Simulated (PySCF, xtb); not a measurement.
Sn(Br)(OH)2(NH2) (BrH4NO2Sn), SMILES [NH2][Sn]([OH])([OH])[Br].

GFN2-xTB run with xtb at its own geometry gives an orbital gap of 3.21 eV and a dipole moment of 4.23 D.

Geometry optimised at PBE-D3(BJ)/def2-SVP. The structure was generated by enumeration; whether it is a known compound was not checked. The def2 effective core potentials stand for the cores of Sn; spin–orbit coupling is left out. One conformer was computed; it need not be the lowest.

Question: What does M06-2X/def2-TZVP (PySCF) give? (The exact figures need the calculation; the answer reports its results.)

Answer: gap 8.55 eV (levels -9.74 and -1.19 eV), dipole 0.79 D.
